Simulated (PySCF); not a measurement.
CH10FNSi3, SMILES N[SiH2][Si@@H](F)C[SiH3]. Geometry: B3LYP-D3(BJ)/def2-SVP. The structure was generated by enumeration; whether it is a known compound was not checked. Other conformers were not sampled.

Computed equilibrium geometry at B3LYP-D3(BJ)/def2-SVP (PySCF confirms it by a frequency run) as Cartesian coordinates in Å (one conformer of several):
```xyz
16

N      3.3458    -0.6156    -0.4186
Si     2.1039     0.5988    -0.4773
Si     0.0067    -0.4158    -0.1960
F     -0.0880    -1.0434     1.3199
C     -1.4066     0.8041    -0.3911
Si    -3.0265     0.2584     0.4238
H      4.3223    -0.3414    -0.3569
H      3.2485    -1.4594    -0.9755
H      2.0220     1.4161    -1.7395
H      2.3473     1.5702     0.6305
H     -0.1923    -1.5587    -1.1377
H     -1.5827     0.9515    -1.4717
H     -1.1219     1.7867     0.0235
H     -4.1435     1.1546     0.0003
H     -2.9093     0.3133     1.9069
H     -3.3569    -1.1367     0.0111
```
Charge 0, spin multiplicity 1.
